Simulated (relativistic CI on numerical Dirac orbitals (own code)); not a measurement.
# How well does a small relativistic CI reproduce Ne⁺?

Method of calculation: Dirac-Coulomb-Breit CI, separate exchange-only KLI orbitals for each configuration, a model potential for QED, valence Slater integrals scaled by 0.85, P86 correlation estimate, and configurations built on the next ion tied to the tabulated ionisation energy (semi-empirical) (own radial code, finite nucleus).

Configurations in the expansion (outside the closed core 1s2): 2s²2p⁵, 2s2p⁶, 2s²2p⁴3s, 2s²2p⁴3p, 2s²2p⁴3d, 2s²2p⁴4s, 2s²2p⁴4p, 2s²2p⁴4d, 2s²2p⁴4f, 2s²2p³3s², 2s²2p³3s3p. Levels of other configurations are missing.

| Configuration | Term (tabulated) | J | Measured (cm⁻¹) | Computed | Error | Purity (%) |
| --- | --- | --- | --- | --- | --- | --- |
| 2s²2p⁵ | 2P° | 3/2 | 0.0 | 0 | 0 | 100 |
| 2s²2p⁵ | 2P° | 1/2 | 780.3 | 764 | -17 | 100 |
| 2s2p⁶ | 2S † | 1/2 | 217047.6 | 237808 | 20760 | 96 |
| 2s²2p⁴3s | 4P | 5/2 | 219130.8 | 220005 | 874 | 100 |
| 2s²2p⁴3s | 4P | 3/2 | 219648.4 | 220516 | 868 | 100 |
| 2s²2p⁴3s | 4P | 1/2 | 219947.5 | 220813 | 866 | 100 |
| 2s²2p⁴3s | 2P | 3/2 | 224087.0 | 224429 | 342 | 99 |
| 2s²2p⁴3s | 2P | 1/2 | 224699.3 | 225034 | 334 | 100 |
| 2s²2p⁴3p | 4P° | 5/2 | 246192.5 | 247428 | 1235 | 99 |
| 2s²2p⁴3s | 2D | 5/2 | 246394.1 | 245052 | -1343 | 100 |
| 2s²2p⁴3s | 2D | 3/2 | 246397.5 | 245055 | -1342 | 100 |
| 2s²2p⁴3p | 4P° | 3/2 | 246415.0 | 247647 | 1232 | 98 |
| 2s²2p⁴3p | 4P° | 1/2 | 246597.7 | 247836 | 1238 | 99 |
| 2s²2p⁴3p | 4D° | 7/2 | 249108.6 | 249340 | 231 | 100 |
| 2s²2p⁴3p | 4D° | 5/2 | 249446.0 | 249681 | 235 | 96 |
| 2s²2p⁴3p | 4D° | 3/2 | 249695.5 | 249930 | 235 | 98 |
| 2s²2p⁴3p | 4D° | 1/2 | 249839.6 | 250072 | 232 | 100 |
| 2s²2p⁴3p | 2P° | 3/2 | 254165.0 | 255117 | 952 | 98 |
| 2s²2p⁴3p | 2P° | 1/2 | 254292.2 | 255206 | 914 | 97 |
| 2s²2p⁴3p | 2P° | 3/2 | 276276.8 | 275910 | -367 | 90 |
| 2s²2p⁴3p | 2P° | 1/2 | 276511.8 | 276144 | -368 | 91 |
| 2s²2p⁴3s | 2S | 1/2 | 276677.1 | 280064 | 3387 | 93 |
| 2s²2p⁴3d | 4D | 5/2 | 279218.7 | 278978 | -241 | 93 |
| 2s²2p⁴3d | 2P | 3/2 | 281720.3 | 281397 | -324 | 84 |
| 2s²2p⁴4s | 2P | 3/2 | 283322.3 | 283847 | 525 | 94 |

Measured levels from NIST Handbook of Basic Atomic Spectroscopic Data (Sansonetti and Martin, J. Phys. Chem. Ref. Data 34, 1559 (2005)); pairs were made by configuration, J and term (by order where the table uses no LS term), so strongly mixed levels may be paired wrongly.

Mean error by configuration (cm⁻¹): 2s²2p⁵ -17; 2s²2p⁴3s 498; 2s²2p⁴3p 524; 2s²2p⁴3d -282; 2s²2p⁴4s 525. Over the excited levels the mean absolute error is 770 cm⁻¹ (24 of the 27 excited levels that our extract of the source holds in range could be paired, and the others can miss by more), and the median relative error of those above 1,000 cm⁻¹ is 0.27 %. † marks terms whose computed intervals miss the measured ones by more than a factor of 2.5, or configurations far off the rest, from wrong mixing, a near crossing or a doubtful label or measurement; they are left out of the means.

Transition probabilities of persistent lines. The last column rescales the computed rate by the cube of measured over computed energy:

```tsv
λ measured (Å)	Lower	Upper	A tabulated (s⁻¹)	A computed	A rescaled
352.95 vacuum	2s²2p⁵ ²P°3/2	2s²2p⁴4s ²P3/2	6.69e+08	1.01e+09	1.01e+09
354.96 vacuum	2s²2p⁵ ²P°3/2	2s²2p⁴3d ²P3/2	1.73e+09	1.10e+09	1.10e+09
445.04 vacuum	2s²2p⁵ ²P°3/2	2s²2p⁴3s ²P1/2	1.31e+09	1.40e+09	1.39e+09
446.26 vacuum	2s²2p⁵ ²P°3/2	2s²2p⁴3s ²P3/2	3.26e+09	3.39e+09	3.37e+09
446.59 vacuum	2s²2p⁵ ²P°1/2	2s²2p⁴3s ²P1/2	2.60e+09	2.64e+09	2.63e+09
460.73 vacuum	2s²2p⁵ ²P°3/2	2s2p⁶ ²S1/2	5.39e+09	1.20e+10	9.16e+09
462.39 vacuum	2s²2p⁵ ²P°1/2	2s2p⁶ ²S1/2	2.66e+09	6.01e+09	4.57e+09
1916.08 vacuum	2s²2p⁴3s ²P3/2	2s²2p⁴3p ²P°3/2	6.90e+07	7.19e+07	7.49e+07
3027.02 air	2s²2p⁴3p ⁴P°5/2	2s²2p⁴3d ⁴D5/2	1.40e+08	1.33e+08	1.53e+08
3323.74 air	2s²2p⁴3s ²P3/2	2s²2p⁴3p ²P°3/2	1.60e+08	1.64e+08	1.54e+08
3766.26 air	2s²2p⁴3s ⁴P3/2	2s²2p⁴3p ⁴P°5/2	2.90e+07	3.07e+07	2.95e+07
3777.13 air	2s²2p⁴3s ⁴P1/2	2s²2p⁴3p ⁴P°3/2	4.20e+07	4.54e+07	4.35e+07
```
